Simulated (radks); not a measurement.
Q: Spherical quantum dot in the effective-mass picture: electrons in a hard-walled sphere of radius 5.82, with a point charge +2 (a donor) at the centre, all in effective atomic units (hartree* = m*/eps^2 hartree, bohr* = eps/m* bohr), one dielectric constant everywhere. Method: non-relativistic Kohn-Sham, r2SCAN, spin-polarised, spherical densities, generalised Kohn-Sham scheme; computed with a radial shooting solver with Libxc functionals. Levels are named by radial order and angular momentum (1s, 1p, 1d, 2s, ...), and open shells are averaged over m. At N = 7 the configuration is 1s2 1p(up 3, down 0) 2s2. Does electron 8 go into 1p down or 1d down or 1d up?

A: Into 1p down. The total energies of the other choices lie higher by 0.101 hartree* (1d up), 0.169 hartree* (1d down).
